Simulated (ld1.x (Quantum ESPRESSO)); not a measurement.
**What one change does to a pseudopotential (As, TM)**

| Item | Value |
| --- | --- |
| Element | As (Z = 33) |
| Generator | ld1.x (Quantum ESPRESSO) 7.5 |
| Type | norm-conserving Troullier–Martins (Kleinman–Bylander form) |
| Functional | PBE |
| Relativity | scalar-relativistic |
| Frozen core | [Ar] 3d10 |
| Valence charge | 5 |
| Reference configuration | 4s2 4p1 (charge +2) |
| Partial waves | 4p (bound): rc 1.60 bohr; 4s (bound): rc 1.30 bohr |
| Local potential | the s channel |
| Core correction | Bessel-smoothed model core, default radius (core density twice the valence density) |

Change: all radii but the core radius scaled by about 1.12 (s 1.46, p 1.80 bohr).

Cutoffs: the cutoffs (Ry, on a coarse ladder) from which the occupation-weighted sum of valence levels, in a spherical-Bessel basis at the reference potential, stays within 10 and 1 mRy of its value at 400 Ry; they do not see the model core or the augmentation charge, which bear on the density cutoff. Errors are all-electron minus pseudo energies relative to the spin-unpolarised reference configuration.

Question: What does the change do?

Answer: The potential gets softer (50 Ry and 120 Ry → 35 Ry and 50 Ry); the bound ghost in p disappears; of the 7 tests that both files solve, the error grows in 0 and shrinks in 5 by more than 15 % and 0.3 meV (median size 22.2 → 16.0 meV). A larger radius leaves more room for a smooth pseudo-wave, so fewer plane waves are needed. That the errors move this way runs against the usual rule that smaller radii transfer better.

```csv
quantity,base,changed
"cutoff, loose",50 Ry,35 Ry
"cutoff, tight",120 Ry,50 Ry
loose cutoff by channel (10 mRy a level),"p 15 Ry, s 40 Ry","p 15 Ry, s 18 Ry"
bound ghosts,p,none
"error for 4s2 4p3, meV [ΔE -27.07 eV]",-22,-16
"error for 4s2 4p2, meV [ΔE -17.92 eV]",-7.5,-5.9
"error for 4s2 4p0, meV [ΔE 27.70 eV]",-23,-24
"error for 4s1 4p0, meV [ΔE 78.35 eV]",-188,-188
"error for 4s2 4p3.3, meV [ΔE -28.30 eV]",-25,-18
"error for 4s2 4p2.5, meV [ΔE -23.51 eV]",-15,-11
"error for 4s0 4p5, meV [ΔE -8.01 eV]",-22,-15
```

 A true bound ghost makes a file unfit for plane-wave use even where its test errors are small: the radial tests pick states by their node count and pass the ghost by.
